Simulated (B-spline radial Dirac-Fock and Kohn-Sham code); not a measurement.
**Elastic scattering of 3.2 keV electrons by neutral neon**

These are calculated numbers from a radial B-spline solver; the model is relativistic (Dirac) partial waves in the static field of the Dirac-Fock atom with Furness-McCarthy exchange, without polarisation or absorption potentials.

| θ (°) | dσ/dΩ (Å²/sr) | Sherman function |
| --- | --- | --- |
| 0 | 2.44 | 0.000 |
| 0.5 | 2.43 | 0.000 |
| 1 | 2.39 | 0.000 |
| 2 | 2.24 | 0.000 |
| 4 | 1.77 | 0.000 |
| 8 | 0.831 | 0.000 |
| 12 | 0.349 | 0.000 |
| 16 | 0.154 | 0.000 |
| 24 | 0.0414 | 0.000 |
| 32 | 0.0157 | 0.000 |
| 45 | 0.00499 | -0.001 |
| 60 | 0.00193 | -0.003 |
| 75 | 0.000957 | -0.004 |
| 90 | 0.000558 | -0.006 |
| 105 | 0.000368 | -0.007 |
| 120 | 0.000268 | -0.007 |
| 135 | 0.000211 | -0.006 |
| 150 | 0.000179 | -0.005 |
| 165 | 0.000163 | -0.003 |
| 180 | 0.000158 | 0.000 |

The total elastic cross section is 0.204 Å², the first transport cross section 0.0123 Å² and the second, weighted with (3/2) sin²θ, 0.0268 Å². The mean deflection is ⟨1 − cos θ⟩ = 0.0600, and 0.91 % of the collisions scatter beyond 90°.
